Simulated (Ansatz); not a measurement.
`CC[Si](N)(CC)CC` at its PBE0-D4/def2-TZVP geometry, where that method's forces vanish. Charge 0, multiplicity 1.

```xyz
25

C     2.3844    1.3088    1.0194
C     1.9161    0.1120    0.1978
Si    0.1442    0.2371   -0.4121
N     0.0424    1.5955   -1.4797
C    -0.3075   -1.4002   -1.2274
C    -1.7306   -1.4537   -1.7735
C    -1.0482    0.5953    0.9944
C    -1.0898   -0.4926    2.0638
H     2.2612    2.2406    0.4623
H     1.8071    1.4073    1.9429
H     3.4373    1.2242    1.3023
H     2.5629   -0.0202   -0.6790
H     2.0202   -0.8146    0.7745
H     0.6136    1.6431   -2.3081
H    -0.8456    2.0430   -1.6385
H     0.4120   -1.5833   -2.0352
H    -0.1469   -2.2093   -0.5045
H    -1.9076   -0.6515   -2.4958
H    -1.9437   -2.4001   -2.2781
H    -2.4698   -1.3385   -0.9757
H    -2.0502    0.7456    0.5746
H    -0.7663    1.5559    1.4392
H    -1.4047   -1.4535    1.6476
H    -1.7841   -0.2454    2.8713
H    -0.1064   -0.6455    2.5175
```

Problem. What forces (eV/Å) does B3LYP-D4/def2-TZVPP give on these atoms in Ansatz 0.2.0? (Best estimate.)

Solution. The calculation gave: 
```
C1   0.088  0.182  0.133
C2   0.009 -0.198 -0.100
Si3  0.019 -0.028  0.020
N4  -0.018  0.038 -0.059
C5   0.203 -0.076  0.046
C6  -0.223 -0.027 -0.089
C7  -0.050  0.196 -0.098
C8  -0.017 -0.165  0.176
H9   0.019 -0.046  0.040
H10  0.038  0.002 -0.045
H11 -0.049  0.016 -0.007
H12 -0.022  0.005  0.050
H13  0.010  0.053 -0.029
H14 -0.009  0.028 -0.011
H15  0.012  0.023 -0.025
H16 -0.041 -0.003  0.039
H17 -0.013  0.037 -0.052
H18 -0.001 -0.048  0.034
H19 -0.001  0.048  0.021
H20  0.032 -0.010 -0.050
H21  0.051 -0.002  0.035
H22 -0.032 -0.057 -0.014
H23  0.015  0.048  0.034
H24  0.035 -0.021 -0.033
H25 -0.056  0.002 -0.016
```

B3LYP here is the variant with VWN-RPA as its local correlation; programs differ in this.
